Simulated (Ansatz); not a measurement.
C2H4BN can be A, `BC#CN`, or B, `BC1C=N1`.

Calculated with Ansatz (gas phase, PBE0-D4/def2-TZVP geometries, no zero-point term in ΔE). CCSD(T)/CBS adds triple-zeta CCSD(T) − MP2 to the extrapolated MP2 energy (def2 sets, frozen cores). DFT in def2-TZVPP. B3LYP here is the variant with VWN-RPA as its local correlation; programs differ in this. One conformer a species, not always the lowest.

Which is lower in electronic energy at CCSD(T)/CBS, and by how much? (Best estimate.)

The calculation gave: A, by 85.5 kJ/mol.

Give E(B) − E(A) in kJ/mol with HF/def2-TZVPP, MP2/def2-TZVPP, B3LYP-D4, LDA (SPW92), PBE0-D4, B3LYP, CCSD(T)/def2-SVP. (Best estimate.)

Ansatz gave: HF/def2-TZVPP 110.2, MP2/def2-TZVPP 81.0, B3LYP-D4 108.3, LDA (SPW92) 111.8, PBE0-D4 95.9, B3LYP 110.6, CCSD(T)/def2-SVP 73.6. None reverses the order clearly.

Does the order hold for the free energy at 298.15 K (harmonic terms from PBE0-D4)? (An estimate is asked.)

Ansatz gave: Yes: G(B) − G(A) = +83.5 kJ/mol, for one conformer each.

Largest T1 diagnostic: 0.015.

In def2-TZVPP, CCSD(T) changes the Hartree–Fock value by −29.4 kJ/mol (the triples alone add −3.8 kJ/mol) and MP2 by −29.2 kJ/mol. At CCSD(T), def2-SVP lies −11.8 kJ/mol from the extrapolated value and def2-TZVPP −4.7 kJ/mol.
